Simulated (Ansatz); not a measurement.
Reaction (redistribution): `O=C[SiH2][SiH2][SiH3]` + `BO[SiH2]F` → `F[SiH2]O[SiH2][SiH3]` + `B[SiH2]C=O`

Gas-phase electronic energies from Ansatz, PBE0-D4/def2-TZVP geometries. CBS: MP2 limit from def2 TZ/QZ plus the TZ coupled-cluster correction, frozen cores. Functionals use def2-TZVPP. B3LYP here is the variant with VWN-RPA as its local correlation; programs differ in this. Each species was taken in one conformer, which may not be the lowest.

| level | ΔE (kcal/mol) |
| --- | --- |
| PBE | 18.7 |
| B3LYP | 16.3 |
| MP2/def2-TZVPP | 18.0 |
| CCSD(T)/def2-TZVPP | 17.7 |
| HF/def2-QZVPP | 12.5 |
| MP2/def2-QZVPP | 17.5 |
| SCS-MP2/def2-QZVPP | 16.1 |
| MP2/CBS(def2) | 17.5 |

Question: What does CCSD(T)/CBS give? (Best estimate.)

Answer: Computed: +17.2 kcal/mol. The listed levels differ from it by 1.5, -0.9, 0.8, 0.5, -4.7, 0.3, -1.1, 0.3 kcal/mol.

Largest T1 diagnostic among the species: 0.016.

In def2-TZVPP, CCSD(T) changes the Hartree–Fock value by +4.7 kcal/mol (the triples alone add +1.0 kcal/mol) and MP2 by +5.0 kcal/mol. The D4 term adds +0.9 kcal/mol with B3LYP and +0.5 kcal/mol with PBE0; it sums over pairs of atoms, weighted by their polarisabilities, and B3LYP, whose exchange is more repulsive, gets the larger term.
